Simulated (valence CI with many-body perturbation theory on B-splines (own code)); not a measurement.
## Which ion has this spectrum?

A relativistic CI+MBPT calculation for an atom or ion with 7 electrons gives these levels (× 10³ cm⁻¹):

| J | Parity | E | g |
| --- | --- | --- | --- |
| 3/2 | odd | 0.00 | 1.30 |
| 3/2 | odd | 16159 | 1.43 |
| 5/2 | odd | 16344 | 1.15 |
| 1/2 | odd | 16832 | 0.61 |
| 5/2 | even | 19331 | 1.43 |
| 1/2 | even | 20289 | 1.97 |
| 3/2 | even | 20298 | 1.16 |
| 3/2 | odd | 33033 | 1.28 |
| 3/2 | even | 35744 | 1.58 |
| 5/2 | even | 36089 | 1.28 |
| 1/2 | even | 36699 | 1.33 |
| 3/2 | even | 36755 | 0.99 |
| 3/2 | odd | 40254 | 1.29 |
| 1/2 | even | 53030 | 1.89 |

The energies are calculated, and their last digits are not significant.

**Question.** Which is it?
A. Bi76+
B. Hg73+
C. Tl74+
D. Au72+

**Answer.** B. Hg73+, ground level (2s^2 2p1/2^2 2p3/2) J=3/2.
